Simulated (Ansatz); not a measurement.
The same group exchange along the group O, Se, Te.

Computed with Ansatz on PBE0-D4/def2-TZVP structures; ΔE is electronic, products minus reactants. CCSD(T)/CBS adds triple-zeta CCSD(T) − MP2 to the extrapolated MP2 energy (def2 sets, frozen cores). This one scheme is used for every species. DFT in def2-TZVPP. def2 core potentials past Kr. For Se, Te outer-core shells are correlated without core-valence functions, which leaves a few kJ/mol of doubt a bond. Scalar relativity is left out up to krypton. Each species was taken in one conformer, which may not be the lowest.

```
                                       reaction  CCSD(T)/CBS(def2) (kJ/mol)
        `O[SiH2]F` + `BCl` → `OBCl` + `F[SiH3]`                         -31
`F[SiH2][SeH]` + `BCl` → `ClB[SeH]` + `F[SiH3]`                           ?
`F[SiH2][TeH]` + `BCl` → `ClB[TeH]` + `F[SiH3]`                          -4
```

Question: Fill in the missing values. (Estimate.)

Answer: The calculation gave: `F[SiH2][SeH]` + `BCl` → `ClB[SeH]` + `F[SiH3]`: -10.9 kJ/mol.

Largest T1 diagnostic: 0.014, for `ClB[TeH]`.
